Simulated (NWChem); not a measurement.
System: CH3IOTe; SMILES CO[Te]I

Output (shortened):

```
             Northwest Computational Chemistry Package (NWChem) 7.3.0
             --------------------------------------------------------

 C1  symmetry detected

                             Geometry "geometry" -> ""
                             -------------------------

 Output coordinates in angstroms (scale by  1.889725989 to convert to a.u.)

  No.       Tag          Charge          X              Y              Z
 ---- ---------------- ---------- -------------- -------------- --------------
    1 Te                  52.0000     0.61807623     1.02775100    -0.02713953
    2 I                   53.0000    -0.05571364    -1.60392721     0.01133557
    3 O                    8.0000    -1.09427273     1.83369378     0.56977764
    4 C                    6.0000    -2.16712880     1.87099976    -0.33963879
    5 H                    1.0000    -2.53311178     0.85852730    -0.58963942
    6 H                    1.0000    -2.98336725     2.41755012     0.15931091
    7 H                    1.0000    -1.91370710     2.39346389    -1.27958919

 Effective nuclear repulsion energy (a.u.)     884.9566576942

  pbe96 is a nonlocal functional; adding pw91lda local functional.

                                 NWChem DFT Module
                                 -----------------

 Summary of "ao basis" -> "ao basis" (spherical)
 ------------------------------------------------------------------------------
       Tag                 Description            Shells   Functions and Types
 ---------------- ------------------------------  ------  ---------------------
 Te                          sto-3g                 11       27   5s4p2d
 I                           sto-3g                 11       27   5s4p2d
 O                           sto-3g                  3        5   2s1p
 C                           sto-3g                  3        5   2s1p
 H                           sto-3g                  1        1   1s

            General Information
            -------------------
          SCF calculation type: DFT
          Wavefunction type:  closed shell.
          No. of atoms     :     7
          No. of electrons :   122
           Alpha electrons :    61
            Beta electrons :    61
          Charge           :     0
          Spin multiplicity:     1
          Use of symmetry is: off; symmetry adaption is: off
          Maximum number of iterations: 150
          AO basis - number of functions:    67
                     number of shells:    31
          Convergence on energy requested:  1.00D-06
          Convergence on density requested:  1.00D-05
          Convergence on gradient requested:  5.00D-04

              XC Information
              --------------
          PerdewBurkeErnzerhof Exchange Functional  1.000
            Perdew 1991 LDA Correlation Functional  1.000 local
           PerdewBurkeErnz. Correlation Functional  1.000 non-local

             Grid Information
             ----------------
          Grid used for XC integration:  medium
          Radial quadrature: Mura-Knowles
          Angular quadrature: Lebedev.
          Tag              B.-S. Rad. Rad. Pts. Rad. Cut. Ang. Pts.
          ---              ---------- --------- --------- ---------
          Te                  1.40      123          10.0       590
          I                   1.40      123          12.0       590
          O                   0.60       49           9.0       434
          C                   0.70       49          10.0       434
          H                   0.35       45          11.0       434
          Grid pruning is: on
          Number of quadrature shells:   479
          Spatial weights used:  Erf1

      Superposition of Atomic Density Guess
      -------------------------------------

 Sum of atomic energies:      -13510.14759822

      Non-variational initial energy
      ------------------------------

 Total energy =  -13510.256563
 1-e energy   =  -20398.718044
 2-e energy   =    6003.504823
 HOMO         =      -0.098956
 LUMO         =       0.095709

     ---------------------------------------------
      Total Density - Mulliken Population Analysis
     ---------------------------------------------

    Atom       Charge   Shell Charges
 -----------   ------   -------------------------------------------------------
    1 Te  52    51.49   2.00  2.00  6.00  2.00  6.00  2.00  5.99  1.83  3.67 10.00 10.00
    2 I   53    53.26   2.00  2.00  6.00  2.00  6.00  2.00  6.00  1.94  5.32 10.00 10.00
    3 O    8     8.53   2.00  1.84  4.70
    4 C    6     5.77   1.99  1.24  2.53
    5 H    1     0.99   0.99
    6 H    1     0.98   0.98
    7 H    1     0.98   0.98

   convergence    iter        energy       DeltaE   RMS-Dens  Diis-err
 ---------------- ----- ----------------- --------- --------- ---------
 d= 0,ls=0.0,diis     1 -13514.2408341318 -1.44D+04  4.21D-02  4.01D-01
 d= 0,ls=0.0,diis     2 -13513.7148427050  5.26D-01  3.91D-02  3.87D+00
 d= 0,ls=0.0,diis     3 -13514.2584338994 -5.44D-01  1.80D-02  2.06D-01
 d= 0,ls=0.0,diis     4 -13514.2994041276 -4.10D-02  6.38D-03  5.74D-02
 d= 0,ls=0.0,diis     5 -13514.3123404965 -1.29D-02  1.15D-03  7.39D-04
  Resetting Diis
 d= 0,ls=0.0,diis     6 -13514.3125457772 -2.05D-04  3.78D-04  9.31D-05
 d= 0,ls=0.0,diis     7 -13514.3125788721 -3.31D-05  1.42D-04  3.38D-06
 d= 0,ls=0.0,diis     8 -13514.3125750531  3.82D-06  1.19D-04  2.29D-05
 d= 0,ls=0.0,diis     9 -13514.3125794188 -4.37D-06  2.33D-05  1.03D-06
 d= 0,ls=0.0,diis    10 -13514.3125796427 -2.24D-07  4.19D-06  1.06D-08

         Total DFT energy =   -13514.312579642681
      One electron energy =   -20394.348345511644
           Coulomb energy =     6356.834061827870
    Exchange-Corr. energy =     -361.754953653137
 Nuclear repulsion energy =      884.956657694229

 Numeric. integr. density =      122.000009001635

                       DFT Final Molecular Orbital Analysis
                       ------------------------------------

[...]
```

Level: PBE/STO-3G, non-relativistic. Coordinates come from a PBE0/def2-SVP (def2 core potentials past Kr) optimisation.

Task: Reconstruct the input file.

Result: This is not unique; one that fits is the input that was run:
```
start job
memory heap 200 mb stack 900 mb global 1100 mb
geometry units angstroms noautoz
  Te     0.597951     1.019222    -0.035425
  I      0.020189    -1.635189     0.003261
  O     -1.137407     1.761601     0.577273
  C     -2.218456     1.761617    -0.323162
  H     -2.549629     0.736993    -0.572189
  H     -3.049751     2.277389     0.183633
  H     -1.991955     2.294545    -1.264110
end
basis spherical
  Te library sto-3g
  I library sto-3g
  O library sto-3g
  C library sto-3g
  H library sto-3g
end
dft
  xc xpbe96 cpbe96
  iterations 150
  mulliken
end
task dft energy
```
